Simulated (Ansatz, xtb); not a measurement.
# Worked example: BH(CH3)Cl + CH8OSi2 → BH(CH3)(OH) + CH7ClSi2

Species: BH(CH3)Cl, singlet; CH8OSi2 `C[SiH2][SiH2]O`, singlet; BH(CH3)(OH), singlet; CH7ClSi2 `C[SiH2][SiH2]Cl`, singlet. The partners trade Cl for OH: B–Cl and Si–OH bonds give way to B–OH and Si–Cl.

Shapes, held fixed at every level: PBE0-D4/def2-TZVP. Flexible molecules stand in one conformer, not always the lowest. Programs: Ansatz 0.2.0, xtb 6.7.1. Electronic energies: no zero-point or thermal term.

At CCSD(T)/CBS estimate; 1 Eh = 2625.50 kJ/mol:

| species | energy (Eh) |
| --- | --- |
| BH(CH3)Cl | -525.071104 |
| CH8OSi2 | -696.243164 |
| BH(CH3)(OH) | -141.084889 |
| CH7ClSi2 | -1080.252098 |

**Question.** Work out ΔE of the reaction at this level.

**Answer.** 
1. Products less reactants: (-141.084889) + (-1080.252098) − [(-525.071104) + (-696.243164)] = -0.022719 Eh = -59.6 kJ/mol.

Other levels give -62.6 (PBE0-D4/def2-TZVPP) to -59.3 kJ/mol (HF/def2-TZVPP). No measured value is set beside it here. The CBS estimate extrapolates MP2 from def2-TZVPP and def2-QZVPP and adds CCSD(T) − MP2 in the triple-zeta set, cores frozen.
